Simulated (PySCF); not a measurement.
**Magnetisability: `[H][Ge]([H])([O]C)[O]C`, C2H8GeO2**

Geometry:
```
atom   x (Å)   y (Å)   z (Å)
 Ge1  -0.443   0.034  -0.314
  O2  -0.273   0.001   1.412
  C3  -1.305   0.008   2.376
  H4  -1.942   0.891   2.280
  H5  -0.823   0.023   3.355
  H6  -1.931  -0.884   2.302
  O7   1.242  -0.014  -0.725
  C8   1.814  -0.042  -2.016
  H9   1.518  -0.937  -2.568
 H10   2.896  -0.050  -1.881
 H11   1.535   0.838  -2.601
 H12  -1.102   1.316  -0.788
 H13  -1.186  -1.184  -0.833
```

The calculation used GIAO B97-2/def2-SVP magnetisability, rotational g tensor and spin-rotation constants, non-relativistic, gas phase (PySCF 2.14.0). Geometry: GFN2-xTB.

The calculation is non-relativistic, which matters for the atoms heavier than Zn.

Problem. How diamagnetic is it, and how anisotropic?

Solution. Isotropic -999 × 10⁻³⁰ J/T², or -60.1 × 10⁻⁶ cm³/mol; principal values -1140, -931, -925 × 10⁻³⁰ J/T², anisotropy 213 × 10⁻³⁰ J/T² (root of half the summed squared differences of the principal values). The susceptibility is in cgs units.

Problem. Split it along the inertial axes a, b, c into diamagnetic and paramagnetic parts about the centre of mass, with the quadrupole moment.

Solution. 
```csv
axis,χ (10⁻⁶ cm³/mol),diamagnetic (10⁻⁶ cm³/mol),paramagnetic (10⁻⁶ cm³/mol),summed x² of all electrons (Å²),quadrupole Θ (D Å)
a,-68.7,-203.5,134.8,178.1,+9.73
b,-56.0,-820.3,764.3,32.7,-5.91
c,-55.7,-894.0,838.2,15.3,-3.82
```
Anisotropies 2χaa − χbb − χcc = -25.6 and 2χbb − χaa − χcc = +12.3 × 10⁻⁶ cm³/mol. Θ is traceless in Buckingham's convention.

Problem. And the rotational g tensor?

Solution. 
| axis | rotational constant (GHz) | g | nuclear part | electronic part |
| --- | --- | --- | --- | --- |
| a | 10.5935 | -0.0453 | 0.6256 | -0.6709 |
| b | 1.7296 | -0.0102 | 0.6109 | -0.6210 |
| c | 1.5444 | -0.0102 | 0.5980 | -0.6082 |

Asymmetric top; isotopes 12C, 74Ge, 1H, 16O; no vibrational averaging.
